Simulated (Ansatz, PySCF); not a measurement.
This PySCF input computes a PBE0/def2-TZVPD energy:

```python
from pyscf import gto, scf, dft

mol = gto.M(
    atom='''
    Si   -0.18436920    0.39299459    0.01221630
    O    -0.82292683   -0.90004726    0.77014844
    C    -1.39958002   -2.01630383    0.10432781
    O     1.19948046    0.09739942   -0.79509888
    C     2.44190564   -0.20547902   -0.17339229
    O     0.16258373    1.49258460    1.17182937
    O    -1.27888758    0.88688754   -1.09786309
    H    -1.80611524   -2.68525173    0.86226522
    H    -0.64712945   -2.55666049   -0.47648013
    H    -2.20318949   -1.70082555   -0.56445146
    H     2.72937578    0.57922625    0.52958636
    H     2.38979974   -1.15795124    0.36101082
    H     3.19781251   -0.28123885   -0.95447906
    H    -0.45231528    1.57047743    1.90497532
    H    -0.96302173    1.44640274   -1.81119511
    ''',
    basis='def2-tzvpd',
    charge=0,
    spin=0,
    verbose=4,
)

mf = dft.RKS(mol, xc='pbe0').density_fit(auxbasis='def2-universal-jkfit')
mf.grids.level = 3
mf.conv_tol = 1e-9
mf.max_cycle = 100
mf.max_memory = 1500
mf.kernel()
if not mf.converged:
    mf = mf.newton()
    mf.kernel(mf.make_rdm1())
mf.analyze()
```

Problem. Write an input for the same energy in Ansatz (an electronic-structure program) and say what it gives.

Solution. 
Ansatz 0.2 input:
```yaml
crystal:
  periodic: [false, false, false]
  atoms:
    - {symbol: Si, position_ang: [-0.18436920, 0.39299459, 0.01221630]}
    - {symbol: O, position_ang: [-0.82292683, -0.90004726, 0.77014844]}
    - {symbol: C, position_ang: [-1.39958002, -2.01630383, 0.10432781]}
    - {symbol: O, position_ang: [1.19948046, 0.09739942, -0.79509888]}
    - {symbol: C, position_ang: [2.44190564, -0.20547902, -0.17339229]}
    - {symbol: O, position_ang: [0.16258373, 1.49258460, 1.17182937]}
    - {symbol: O, position_ang: [-1.27888758, 0.88688754, -1.09786309]}
    - {symbol: H, position_ang: [-1.80611524, -2.68525173, 0.86226522]}
    - {symbol: H, position_ang: [-0.64712945, -2.55666049, -0.47648013]}
    - {symbol: H, position_ang: [-2.20318949, -1.70082555, -0.56445146]}
    - {symbol: H, position_ang: [2.72937578, 0.57922625, 0.52958636]}
    - {symbol: H, position_ang: [2.38979974, -1.15795124, 0.36101082]}
    - {symbol: H, position_ang: [3.19781251, -0.28123885, -0.95447906]}
    - {symbol: H, position_ang: [-0.45231528, 1.57047743, 1.90497532]}
    - {symbol: H, position_ang: [-0.96302173, 1.44640274, -1.81119511]}
basis:
  gaussian:
    orbitals: def2-TZVPD
hamiltonian:
  xc: {name: PBE0}
output: {forces: true}
```
It gives -671.24320 Eh, and PySCF -671.24331 Eh, a difference of 0.11 mEh, from the treatment of integrals and grids.
